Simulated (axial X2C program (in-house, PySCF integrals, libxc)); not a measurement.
Spin–orbit effects down a group: molecules with Li (ions), CCSD(T)

Computed with an in-house relativistic program for diatomic molecules, spin-free (one-electron X2C) or two-component (2c: spin–orbit coupling with atomic mean-field Coulomb and Gaunt terms, which also bring small scalar terms), in Dyall basis sets with cores contracted in-house; open shells are unrestricted.

Basis sets: Li dyall-cv3z, O dyall-av3z, S dyall-av3z, Se dyall-cv3z. Frozen shells (counts by l): LiO⁺ O 1s, Li 1s, 6 electrons correlated; LiS⁺ S 2s1p, Li 1s, 6 electrons correlated; LiSe⁺ Se 3s2p1d, Li 1s, 6 electrons correlated. Coupled cluster in natural virtuals with an MP2 remainder. Where the outer core of a metal is frozen, bonds come out longer and ionisation energies lower.

```
molecule  spin-free state  Re (Å)  ωe (cm⁻¹)  De (eV)  2c state  Re 2c (Å)  ωe 2c (cm⁻¹)  De 2c (eV)
    LiO⁺   M_S = 1, Λ = 0   2.103      349.5     0.48     Ω = 1      2.103         349.4        0.47
    LiS⁺   M_S = 1, Λ = 0   2.501      327.7     0.76     Ω = 1      2.502         327.6        0.74
   LiSe⁺   M_S = 1, Λ = 0   2.614      307.2     0.85     Ω = 1      2.616         305.1        0.75
```

Fragments in 2c: O + Li+, S + Li+, Se + Li+. Each entry is the lowest single determinant of a limited PBE0 search at one distance. De goes to single-determinant-based atoms at the same level (for ions the charge split of lowest energy) and is withheld (n/a) where an atom does not fit its ground term or J level. Main or longest-lived isotopes. One determinant is a doubtful description, or other states lie close, for LiO⁺, LiS⁺, LiSe⁺; these need not be ground states, and all values refer to the states named. Some open-shell Ω = 0 determinants are out of reach, so the Ω given for LiO⁺, LiS⁺, LiSe⁺ need not be the lowest component. With several unpaired electrons the Ω given is that of one determinant, not necessarily of the lowest component.
